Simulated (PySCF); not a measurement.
Compound: 2,3'-bithiophene, C8H6S2.
Z-matrix (Å and degrees, PBE0-D3(BJ)/def2-SVP geometry), rows numbered from 1:
```
C 
C   1  1.3706
S   2  1.7150  1  111.51
C   3  1.7337  2   92.50  1    -0.02
C   4  1.4583  3  120.82  2  -179.94
C   5  1.4335  4  124.37  3     0.26
C   6  1.3664  5  113.01  4   179.95
S   7  1.7165  6  111.62  5     0.02
C   5  1.3800  4  124.49  3  -179.79
C   4  1.3787  3  110.11  2     0.01
H   1  1.0907  2  123.37  3  -180.00
H   2  1.0889  1  128.37  3   179.95
H   6  1.0913  5  123.79  4    -0.05
H   7  1.0889  6  127.97  5   179.98
H   9  1.0885  5  127.76  4     0.02
H  10  1.0904  1  123.70  2   179.94
```

Computed with PBE0-D3(BJ)/def2-SVP geometry optimisation, gas phase (PySCF).

Masses are those of the commonest isotopes; rigid-rotor values at the optimised geometry. The values belong to one conformer with, in the numbering `[cH:1]1[cH:2][s:3][c:4](-[c:5]2[cH:6][cH:7][s:8][cH:9]2)[cH:10]1`, S3–C4–C5–C6 0°.

(1) Give the principal moments of inertia and the rotational constants in cm⁻¹.

(2) Classify the top.

(3) What does the inertial defect say?

(4) Give the coordinates in the principal-axis frame, origin at the centre of mass.

(5) List the rotational levels J(Ka,Kc) to J = 2 (MHz).

(6) Which types of transition are allowed, and where do some lines up to J = 4 fall?

## Answers

(1) Ia = 161.53, Ib = 887.74, Ic = 1049.27 u·Å²; 505379 MHz·u·Å²/I gives 3129, 569.3 and 481.6 MHz, that is A = 0.10436, B = 0.01899, C = 0.01607 cm⁻¹.

(2) A near-prolate asymmetric top. Ray's parameter κ = (2B − A − C)/(A − C) = -0.934; −1 is the prolate and +1 the oblate limit.

(3) Planar: Δ = Ic − Ia − Ib = 0.00 u·Å². For a rigid frame Δ = −2 Σ m c², so it vanishes when all atoms lie in the ab plane; here none is more than 0.01 Å from it.

(4) The sense of each axis is arbitrary; atoms in the order of the calculation.
| atom | mass (u) | a (Å) | b (Å) | c (Å) |
| --- | --- | --- | --- | --- |
| C1 | 12.000 | -2.981 | -1.227 | 0.003 |
| C2 | 12.000 | -3.327 | 0.099 | 0.000 |
| S3 | 31.972 | -1.942 | 1.110 | -0.003 |
| C4 | 12.000 | -0.859 | -0.244 | 0.000 |
| C5 | 12.000 | 0.585 | -0.046 | 0.000 |
| C6 | 12.000 | 1.226 | 1.236 | 0.003 |
| C7 | 12.000 | 2.590 | 1.152 | 0.004 |
| S8 | 31.972 | 3.123 | -0.480 | -0.001 |
| C9 | 12.000 | 1.514 | -1.067 | -0.003 |
| C10 | 12.000 | -1.575 | -1.423 | 0.002 |
| H11 | 1.008 | -3.710 | -2.038 | 0.005 |
| H12 | 1.008 | -4.324 | 0.537 | 0.000 |
| H13 | 1.008 | 0.686 | 2.185 | 0.006 |
| H14 | 1.008 | 3.312 | 1.967 | 0.006 |
| H15 | 1.008 | 1.326 | -2.139 | -0.006 |
| H16 | 1.008 | -1.100 | -2.405 | 0.005 |

(5) Above 0(0,0):
J = 1: 1(0,1) 1051, 1(1,1) 3610, 1(1,0) 3698
J = 2: 2(0,2) 3151, 2(1,2) 5625, 2(1,1) 5887, 2(2,1) 13566, 2(2,0) 13568

(6) The dipole components are |μa| = 0.24 D, |μb| = 0.19 D, |μc| = 0.00 D; the mirror of this Cs structure is the ab plane, so μc vanishes by symmetry and there are no c-type lines. The squared components, which scale the intensities, stand as 1.00 : 0.60 (a : b). Some lines, for components of 0.1 D or more:

| type | branch | J(Ka,Kc) | MHz | lower level (cm⁻¹) |
| --- | --- | --- | --- | --- |
| a | Q | 3(1,2) ← 3(1,3) | 526 | 0.288 |
| a | R | 1(0,1) ← 0(0,0) | 1051 | 0.000 |
| b | R | 4(0,4) ← 3(1,3) | 1832 | 0.288 |
| a | R | 2(1,2) ← 1(1,1) | 2014 | 0.120 |
| b | Q | 3(1,2) ← 3(0,3) | 2876 | 0.210 |
| a | R | 3(2,2) ← 2(2,1) | 3153 | 0.453 |
| a | R | 3(1,2) ← 2(1,1) | 3283 | 0.196 |
| a | R | 4(2,2) ← 3(2,1) | 4224 | 0.558 |
| a | R | 4(1,3) ← 3(1,2) | 4374 | 0.306 |
| b | Q | 4(2,2) ← 4(1,3) | 7409 | 0.452 |
| b | R | 2(2,1) ← 1(1,0) | 9868 | 0.123 |
| b | R | 4(2,2) ← 3(1,3) | 12309 | 0.288 |
| b | Q | 4(3,1) ← 4(2,2) | 12991 | 0.699 |
| b | R | 4(3,2) ← 3(2,1) | 17214 | 0.558 |
| b | Q | 4(4,0) ← 4(3,1) | 18218 | 1.132 |
| b | Q | 4(4,1) ← 4(3,2) | 18219 | 1.132 |
| b | R | 4(4,1) ← 3(3,0) | 22427 | 0.992 |
| b | R | 4(4,0) ← 3(3,1) | 22427 | 0.992 |

Not checked by PBE0-D3(BJ)/def2-SVP frequencies. No vibrational averaging or centrifugal distortion is included, and the geometry carries the error of its method.
